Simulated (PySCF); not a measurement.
**Two probes of the same atoms: core binding energy and nuclear shielding**

Si(vinyl)3(OMe), C7H12OSi.
Bonds: Si1–C2, Si1–C7, Si1–C12, Si1–O17, C2–C3, C7–C8, C12–C13, O17–C18. Hydrogens: H4 on C2; H5, H6 on C3; H9 on C7; H10, H11 on C8; H14 on C12; H15, H16 on C13; H19, H20, H21 on C18.

Binding energies: delta-SCF UKS SCAN, pcX-2 on the ionised atom, pcseg-1 elsewhere, spin-free X2C in PySCF 2.14.0. Shieldings: GIAO B3LYP/pcSseg-1, non-relativistic, same geometry.

```tsv
atom	isotropic shielding (ppm)
C2	37.1
C3	35.8
C18	127.5
```

Task: What are the C 1s binding energies of these atoms?

Result: 
```json
{"atom": "C2", "environment": "carbon bonded to C, Si and H", "C 1s (eV)": "289.80", "isotropic shielding (ppm)": "37.1"}
{"atom": "C3", "environment": "carbon bonded to C and 2 H", "C 1s (eV)": "290.21", "isotropic shielding (ppm)": "35.8"}
{"atom": "C18", "environment": "carbon bonded to O and 3 H", "C 1s (eV)": "292.02", "isotropic shielding (ppm)": "127.5"}
```

Task: Among the listed atoms, is the one with the highest binding energy also the least shielded?

Result: No. The highest binding energy is at C18 (292.02 eV, shielding 127.5 ppm), the lowest shielding at C3 (35.8 ppm, 290.21 eV).

By binding energy: C2 < C3 < C18. By shielding: C3 < C2 < C18.

Of atoms equivalent by bonding only the ionised one is listed; its partners' own values can differ in this conformer. Isolated species at its PBE0-D3(BJ)/def2-SVP geometry (one conformer only).
